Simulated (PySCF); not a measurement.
CH6AlFGeO (SMILES C[O][Al]([F])[GeH3]), singlet, geometry from GFN2-xTB (such geometries of metal compounds can be far from the true shape); PySCF with PBE/6-31G, polarisability.

PySCF was given this input:
```python
from pyscf import gto, scf, dft
from pyscf.prop import polarizability

mol = gto.Mole()
mol.atom = '''
    Al   -0.524033   -0.655099    0.217621
    F    -1.297943   -1.395016    1.481962
    Ge    0.830399    1.293022    0.539203
    H     2.265564    1.131883    0.117740
    H     0.399144    2.506532   -0.238513
    H     0.944908    1.811369    1.944962
    O    -0.617629   -1.208747   -1.330216
    C    -0.739454   -1.740815   -2.619830
    H     0.243463   -2.044339   -2.986137
    H    -1.399966   -2.609820   -2.607352
    H    -1.154196   -0.986021   -3.291201
'''
mol.basis = '6-31g'
mol.charge = 0
mol.spin = 0
mol.verbose = 4
mol.build()

mf = dft.RKS(mol)
mf.xc = 'pbe'
mf.kernel()
alpha = mf.Polarizability().polarizability()[2, 2]
print('alpha_zz =', alpha)
```

Task: Write the output that PySCF gives for this input, abridged.

Result: 
```
site-packages/pyscf/prop/efg/rhf.py:45: UserWarning: Module EFG is under testing
  warnings.warn('Module EFG is under testing')
site-packages/pyscf/prop/efg/dhf.py:30: UserWarning: Module EFG is under testing
  warnings.warn('Module EFG is under testing')
site-packages/pyscf/prop/zfs/uhf.py:40: UserWarning: Module ZFS is under testing
  warnings.warn('Module ZFS is under testing')
site-packages/pyscf/prop/gtensor/uhf.py:43: UserWarning: Module g-tensor is under testing
  warnings.warn('Module g-tensor is under testing')
site-packages/pyscf/prop/gtensor/uks.py:41: UserWarning: Module g-tensor is under testing
  warnings.warn('Module g-tensor is under testing')
site-packages/pyscf/prop/hfc/uks.py:35: UserWarning: Module HFC is under testing
  warnings.warn('Module HFC is under testing')
site-packages/pyscf/prop/magnetizability/rhf.py:39: UserWarning: Module magnetizability is under testing
  warnings.warn('Module magnetizability is under testing')
site-packages/pyscf/prop/magnetizability/uhf.py:37: UserWarning: Module magnetizability is under testing
  warnings.warn('Module magnetizability is under testing')
site-packages/pyscf/prop/magnetizability/rks.py:37: UserWarning: Module magnetizability is under testing
  warnings.warn('Module magnetizability is under testing')
site-packages/pyscf/prop/magnetizability/uks.py:39: UserWarning: Module magnetizability is under testing
  warnings.warn('Module magnetizability is under testing')
site-packages/pyscf/prop/polarizability/uhf.py:34: UserWarning: Module polarizability is under testing
  warnings.warn('Module polarizability is under testing')
site-packages/pyscf/prop/polarizability/rks.py:29: UserWarning: Module polarizability is under testing
  warnings.warn('Module polarizability is under testing')
site-packages/pyscf/prop/polarizability/uks.py:29: UserWarning: Module polarizability is under testing
  warnings.warn('Module polarizability is under testing')
PySCF version 2.14.0

[INPUT] verbose = 4
[INPUT] num. atoms = 11
[INPUT] num. electrons = 74
[INPUT] charge = 0
[INPUT] spin (= nelec alpha-beta = 2S) = 0
[INPUT] symmetry False subgroup None
[INPUT] Mole.unit = angstrom
[INPUT] Symbol           X                Y                Z      unit          X                Y                Z       unit  Magmom
[INPUT]  1 Al    -0.524033000000  -0.655099000000   0.217621000000 AA   -0.990278850234  -1.237957694476   0.411244088954 Bohr   0.0
[INPUT]  2 F     -1.297943000000  -1.395016000000   1.481962000000 AA   -2.452756795296  -2.636198179386   2.800502307013 Bohr   0.0
[INPUT]  3 Ge     0.830399000000   1.293022000000   0.539203000000 AA    1.569226684113   2.443457453037   1.018945995544 Bohr   0.0
[INPUT]  4 H      2.265564000000   1.131883000000   0.117740000000 AA    4.281295477674   2.138948875051   0.222496353906 Bohr   0.0
[INPUT]  5 H      0.399144000000   2.506532000000  -0.238513000000 AA    0.754272844263   4.736659002458  -0.450724247148 Bohr   0.0
[INPUT]  6 H      0.944908000000   1.811369000000   1.944962000000 AA    1.785617332911   3.422991320527   3.675445502686 Bohr   0.0
[INPUT]  7 O     -0.617629000000  -1.208747000000  -1.330216000000 AA   -1.167149656589  -2.284200783890  -2.513743926514 Bohr   0.0
[INPUT]  8 C     -0.739454000000  -1.740815000000  -2.619830000000 AA   -1.397365541714  -3.289663583535  -4.950761192919 Bohr   0.0
[INPUT]  9 H      0.243463000000  -2.044339000000  -2.986137000000 AA    0.460078391465  -3.863240815767  -5.642981100430 Bohr   0.0
[INPUT] 10 H     -1.399966000000  -2.609820000000  -2.607352000000 AA   -2.645552323703  -4.931845034412  -4.927181190337 Bohr   0.0
[INPUT] 11 H     -1.154196000000  -0.986021000000  -3.291201000000 AA   -2.181114334068  -1.863309643070  -6.219468510895 Bohr   0.0

nuclear repulsion = 402.826082938004
number of shells = 45
number of NR pGTOs = 226
number of NR cGTOs = 79
basis = 6-31g
ecp = {}

******** <class 'pyscf.dft.rks.RKS'> ********
method = RKS
initial guess = minao
damping factor = 0
level_shift factor = 0
DIIS = <class 'pyscf.scf.diis.CDIIS'>
diis_start_cycle = 1
diis_space = 8
diis_damp = 0
SCF conv_tol = 1e-09
SCF conv_tol_grad = None
SCF max_cycles = 50
direct_scf = True
direct_scf_tol = 1e-13
XC library pyscf.dft.libxc version 7.1.2
    S. Lehtola, C. Steigemann, M. J. T. Oliveira, and M. A. L. Marques,  SoftwareX 7, 1–5 (2018)
XC functionals = pbe
    J. P. Perdew, K. Burke, and M. Ernzerhof,  Phys. Rev. Lett. 77, 3865 (1996)
    J. P. Perdew, K. Burke, and M. Ernzerhof,  Phys. Rev. Lett. 78, 1396 (1997)
    J. P. Perdew, K. Burke, and M. Ernzerhof,  Phys. Rev. Lett. 77, 3865 (1996)
    J. P. Perdew, K. Burke, and M. Ernzerhof,  Phys. Rev. Lett. 78, 1396 (1997)
radial grids:
    Treutler-Ahlrichs [JCP 102, 346 (1995); DOI:10.1063/1.469408] (M4) radial grids

becke partition: Becke, JCP 88, 2547 (1988); DOI:10.1063/1.454033
pruning grids: <function nwchem_prune>
grids dens level: 3
symmetrized grids: False
atomic radii adjust function: <function treutler_atomic_radii_adjust>
small_rho_cutoff = 0
Set gradient conv threshold to 3.16228e-05
Initial guess from minao.
tot grids = 141136
init E= -2534.82859851219
  HOMO = -0.307718685554459  LUMO = -0.0857686332533358  gap/eV = 6.03957
cycle= 1 E= -2534.9570246294  delta_E= -0.128  |g|= 1.04  |ddm|= 3.02
  HOMO = -0.0595384200721947  LUMO = -0.00762888925890426  gap/eV = 1.41253
cycle= 2 E= -2533.31025143012  delta_E= 1.65  |g|= 2.85  |ddm|= 4.48
  HOMO = -0.245079985349403  LUMO = -0.0516541248122357  gap/eV = 5.26339
cycle= 3 E= -2535.13420577089  delta_E= -1.82  |g|= 0.404  |ddm|= 3.77
  HOMO = -0.228240879350419  LUMO = -0.0518544040355904  gap/eV = 4.79972
cycle= 4 E= -2535.15635632615  delta_E= -0.0222  |g|= 0.282  |ddm|= 0.666
  HOMO = -0.233183368374764  LUMO = -0.0559169240393325  gap/eV = 4.82367
cycle= 5 E= -2535.17008504916  delta_E= -0.0137  |g|= 0.039  |ddm|= 0.266
  HOMO = -0.235860907625602  LUMO = -0.0561918917774373  gap/eV = 4.88904
cycle= 6 E= -2535.1706040455  delta_E= -0.000519  |g|= 0.0153  |ddm|= 0.0848
  HOMO = -0.236903483287519  LUMO = -0.0559543690302378  gap/eV = 4.92388
cycle= 7 E= -2535.1706466502  delta_E= -4.26e-05  |g|= 0.00311  |ddm|= 0.0132
  HOMO = -0.237097374050582  LUMO = -0.0558481843575445  gap/eV = 4.93204
cycle= 8 E= -2535.17064908207  delta_E= -2.43e-06  |g|= 0.000646  |ddm|= 0.00458
  HOMO = -0.237177767549646  LUMO = -0.0559163080144569  gap/eV = 4.93238
cycle= 9 E= -2535.1706491898  delta_E= -1.08e-07  |g|= 0.000138  |ddm|= 0.00115
  HOMO = -0.237169762738877  LUMO = -0.0559119711764215  gap/eV = 4.93228
cycle= 10 E= -2535.17064919313  delta_E= -3.33e-09  |g|= 8.33e-05  |ddm|= 0.000213
  HOMO = -0.237169560414058  LUMO = -0.0559077418139804  gap/eV = 4.93239
cycle= 11 E= -2535.17064919484  delta_E= -1.7e-09  |g|= 1.08e-05  |ddm|= 9.04e-05
  HOMO = -0.237170152092485  LUMO = -0.0559089360021701  gap/eV = 4.93237
cycle= 12 E= -2535.17064919488  delta_E= -4.18e-11  |g|= 2.14e-06  |ddm|= 2.13e-05
  HOMO = -0.237170363652914  LUMO = -0.0559087186033009  gap/eV = 4.93238
Extra cycle  E= -2535.17064919486  delta_E= 1.82e-11  |g|= 4.06e-06  |ddm|= 8.56e-06
converged SCF energy = -2535.17064919486
Isotropic polarizability 63.6758476276
Polarizability anisotropy 10.2828200807
alpha_zz = 67.37956874042621
```
